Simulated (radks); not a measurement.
Results of a calculation; reference values are marked as such.
All-electron atom: Se III in [Ar] 3d10 4s2 4p1 4d1 (not the ground configuration). Code: a radial shooting solver on a logarithmic mesh with Libxc functionals. Model: non-relativistic Kohn-Sham, r2SCAN, spin-polarised, spherical densities, point nucleus; open shells are filled with parallel spins first; meta-GGA in the generalised Kohn-Sham scheme.

Normalised radial functions P(r) = r R(r), r in bohr:

r,3d down,4s up,4s down
0.002588,0.0000,0.0386,0.0395
0.003424,0.0000,0.0496,0.0508
0.00453,0.0001,0.0631,0.0646
0.005994,0.0001,0.0793,0.0811
0.007931,0.0003,0.0978,0.1001
0.01049,0.0006,0.1176,0.1203
0.01388,0.0014,0.1366,0.1397
0.01837,0.0031,0.1507,0.1541
0.02431,0.0067,0.1536,0.1572
0.0319,0.0139,0.1378,0.1410
0.04221,0.0288,0.0936,0.0958
0.05585,0.0580,0.0155,0.0159
0.0739,0.1122,-0.0911,-0.0932
0.09778,0.2061,-0.2005,-0.2051
0.1294,0.3553,-0.2628,-0.2688
0.1712,0.5670,-0.2182,-0.2232
0.2265,0.8243,-0.0386,-0.0392
0.2997,1.0754,0.2216,0.2270
0.3965,1.2384,0.4106,0.4199
0.5247,1.2343,0.3621,0.3692
0.6942,1.0491,0.0358,0.0337
0.9185,0.7489,-0.4227,-0.4349
1.215,0.4372,-0.7818,-0.7951
1.608,0.2005,-0.8607,-0.8650
2.128,0.0688,-0.6566,-0.6462
2.815,0.0162,-0.3423,-0.3313
3.725,0.0023,-0.1134,-0.1087
4.928,0.0002,-0.0215,-0.0206
6.521,0.0000,-0.0020,-0.0020
8.628,0.0000,-0.0001,-0.0001

3d down: eigenvalue -81.799 eV, 0 radial nodes, <r> = 0.623 bohr, 90 % of the charge inside 1.03 bohr. 4s up: eigenvalue -40.741 eV, 3 radial nodes at r = 0.0584, 0.237, 0.710 bohr, <r> = 1.71 bohr, 90 % of the charge inside 2.51 bohr. 4s down: eigenvalue -38.618 eV, 3 radial nodes at r = 0.0584, 0.237, 0.709 bohr, <r> = 1.69 bohr, 90 % of the charge inside 2.48 bohr.
